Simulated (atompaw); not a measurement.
**LDA (PW92) PAW (atompaw) dataset for N (Z = 7), scalar-relativistic all-electron reference.**

The input file (atompaw 4.2.0.5):

```
N 7
LDA-PW scalarrelativistic loggrid 1500 logderivrange -3 5 201
2 2 0 0 0 0
2 1 3
0 0 0
c
v
v
1
2.60 2.30 2.25 1.95
y
-0.8
n
y
-0.15
n
custom polynom vanderbiltortho besselshape
2 0 troulliermartins
0.95
0.95
2.60
2.60
PWSCFOUT
UPFDX 0.0125d0 UPFXMIN -7.d0 UPFZMESH 7.d0
END
```

Command:

```bash
atompaw < N.input > N.log
```

The program printed (summary file):

```
Completed calculations for N (AE)

 Exchange-correlation type: LDA, Perdew-Wang correlation

 Radial integration grid is logarithmic
 r0 =   1.0695298E-03 h =   7.4867086E-03   n =      1500 rmax =   8.0000000E+01

 Scalar relativistic calculation

 AEatom converged in  29 iterations
   nz     =   7.00
   delta  =       4.189129045247E-17

 All Electron Orbital energies:
  n  l      occupancy      energy
  1  0      2.0000000E+00 -2.8040428E+01
  2  0      2.0000000E+00 -1.3539269E+00
  2  1      3.0000000E+00 -5.3207616E-01

 Total energy
   Total                    :     -108.10914075356975

 ---
 Completed calculations for N (SC)

 Exchange-correlation type: LDA, Perdew-Wang correlation

 Radial integration grid is logarithmic
 r0 =   1.0695298E-03 h =   7.4867086E-03   n =      1500 rmax =   8.0000000E+01

 Scalar relativistic calculation

 SCatom converged in   1 iterations
   nz     =   7.00
   delta  =       2.294579194732E-17

 Valence Electron Orbital energies:
  n  l      occupancy      energy
   2  0      2.0000000E+00 -1.3539269E+00
   2  1      3.0000000E+00 -5.3207616E-01

 Total energy
   Total                    :     -108.10914075250456
   Valence                  :      -26.76982547886114

 PAW parameters:
       lmax =            1
         rc =    2.6122314867045842
        irc =         1043
   rc_shape =    2.2999220081810359
    rc_vloc =    2.2657249641938222
    rc_core =    1.9504972847634781
   Vloc: Norm-conserving Troullier-Martins with l= 2;e=   0.0000E+00
   Projector type: polynomial pseudization + Vanderbilt ortho.
   Bessel compensation charge shape zeroed at   2.2999E+00

 Number of basis functions     4
 No.   n  nodes  l      Energy         Cp coeff         Occ
  1    2    1    0   -0.1353927E+01  0.1081567E+04  0.2000000E+01
  2  999    2    0   -0.8000000E+00  0.2253327E+03  0.0000000E+00
  3    2    0    1   -0.5320762E+00 -0.7829973E+02  0.3000000E+01
  4  999    1    1   -0.1500000E+00 -0.2831081E+01  0.0000000E+00

 Eigenvalues of overlap operator (in the basis of projectors):
    1        2.26078662E-01
    2        2.78304101E+00
    3        4.40906446E+02
    4        3.90593977E+03

 Orbital leakage outside PAW augmentation regions
   orb  is_core?  %out_of_sphere
   1 0    T           0.00
   2 0    F           3.83
   2 1    F           9.79

 Summary of PAW energies
   Total valence energy     :    -26.76982565438115
   Smooth energy            :      1.21096238023601
   One center               :    -27.98078803461717
   Smooth kinetic           :      4.72967403719077
   Vloc energy              :     -1.93533504565206
   Smooth exch-corr         :     -2.47187001522601
   One-center xc            :     -9.81285191634295
```

The run took about 1.2 s on one core of a shared server CPU.
